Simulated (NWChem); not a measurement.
System: C2H5NOSi; SMILES C(/C=O)=N\[SiH3]

```xyz
10

O      0.2492     2.9319     0.3173
C     -0.3194     1.9335    -0.0691
C      0.2244     0.5517     0.1639
N     -0.4198    -0.4558    -0.2666
Si     0.0870    -2.1333    -0.0723
H     -1.2806     1.9560    -0.6223
H      1.1803     0.5224     0.7136
H     -0.9888    -2.8378     0.6669
H      1.3785    -2.2657     0.6652
H      0.2212    -2.7152    -1.4302
```
Atoms are numbered in this order, from 1.

Geometry: optimised at B3LYP/6-31G* (spherical d).

Q: Give the principal values of the shielding tensors (ppm) of O1, C2, C3, N4, Si5 from PBE/pcSseg-1, GIAO (NWChem), with their diamagnetic and paramagnetic parts as GIAO splits them.

A: 
```json
[
 {"atom": "O1", "σ11": "-1114.9", "σ22": "-489.6", "σ33": "350.3", "isotropic": "-418.1", "diamagnetic": "402.7", "paramagnetic": "-820.8"},
 {"atom": "C2", "σ11": "-107.1", "σ22": "-13.7", "σ33": "64.7", "isotropic": "-18.7", "diamagnetic": "249.6", "paramagnetic": "-268.2"},
 {"atom": "C3", "σ11": "-92.6", "σ22": "7.5", "σ33": "83.9", "isotropic": "-0.4", "diamagnetic": "255.3", "paramagnetic": "-255.7"},
 {"atom": "N4", "σ11": "-630.6", "σ22": "-172.1", "σ33": "275.2", "isotropic": "-175.9", "diamagnetic": "328.1", "paramagnetic": "-504.0"},
 {"atom": "Si5", "σ11": "315.8", "σ22": "366.1", "σ33": "451.1", "isotropic": "377.7", "diamagnetic": "881.4", "paramagnetic": "-503.8"}
]
```
